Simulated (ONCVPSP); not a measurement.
## How hard is this cerium (Ce) ONCV potential?

```json
{
  "Element": "cerium",
  "Generator": "ONCVPSP 4.0.1",
  "Type": "optimised norm-conserving Vanderbilt (ONCV)",
  "Functional": "revPBE",
  "Relativity": "scalar-relativistic",
  "Frozen core": "[Kr]",
  "Valence charge": "22",
  "Reference configuration": "4d10 4f1 5s2 5p6 5d1.5 6s1.5",
  "Partial waves": "5s+6s: rc 2.50 bohr, ncon 4, nbas 7, qcut 4.3 1/bohr, 2 projectors; 5p: rc 2.70 bohr, ncon 3, nbas 6, qcut 4.9 1/bohr, 2 projectors, debl 1.9 Ha; 4d+5d: rc 1.40 bohr, ncon 4, nbas 8, qcut 11.8 1/bohr, 2 projectors; 4f: rc 0.85 bohr, ncon 3, nbas 6, qcut 15.1 1/bohr, 2 projectors, debl 2.1 Ha",
  "Local potential": "polynomial inside 0.70 bohr (lpopt 5, dvloc0 0 Ha)",
  "Core correction": "polynomial model core, fcfact 0.5"
}
```

For each optimised wave give the share of its norm inside rc, the residual kinetic energy above qcut (Ha) and the cutoffs (Ha) for errors of 10, 1, 0.1 and 0.01 mHa per electron.

```json
{"wave": "5s", "norm inside rc": "0.959", "residual KE": "4.0e-05", "10 mHa": "4.5", "1 mHa": "6.9", "0.1 mHa": "8.8", "0.01 mHa": "18.2"}
{"wave": "6s", "norm inside rc": "0.070", "residual KE": "5.1e-05", "10 mHa": "2.0", "1 mHa": "6.5", "0.1 mHa": "8.8", "0.01 mHa": "17.4"}
{"wave": "5p", "norm inside rc": "0.924", "residual KE": "4.7e-07", "10 mHa": "4.0", "1 mHa": "5.2", "0.1 mHa": "6.4", "0.01 mHa": "8.0"}
{"wave": "p projector 2", "norm inside rc": "0.210", "residual KE": "6.7e-06", "10 mHa": "4.1", "1 mHa": "5.4", "0.1 mHa": "9.3", "0.01 mHa": "11.8"}
{"wave": "4d", "norm inside rc": "0.975", "residual KE": "1.3e-06", "10 mHa": "46.1", "1 mHa": "54.0", "0.1 mHa": "60.2", "0.01 mHa": "65.0"}
{"wave": "5d", "norm inside rc": "0.058", "residual KE": "1.3e-06", "10 mHa": "38.7", "1 mHa": "49.6", "0.1 mHa": "57.8", "0.01 mHa": "64.3"}
{"wave": "4f", "norm inside rc": "0.417", "residual KE": "1.3e-03", "10 mHa": "99.1", "1 mHa": "118.5", "0.1 mHa": "300.1", "0.01 mHa": "not reached"}
{"wave": "f projector 2", "norm inside rc": "0.126", "residual KE": "1.0e-03", "10 mHa": "97.2", "1 mHa": "114.4", "0.1 mHa": "178.4", "0.01 mHa": "386.6"}
```

The occupied waves need 119 Ha and 300 Ha for 1 and 0.1 mHa. Note: ghosts flagged at negative energy: s at -587.9 eV, p at -261.6 eV; GHOST(+) flagged for s at 31.4 eV. A true bound ghost makes a file unfit for plane-wave use.
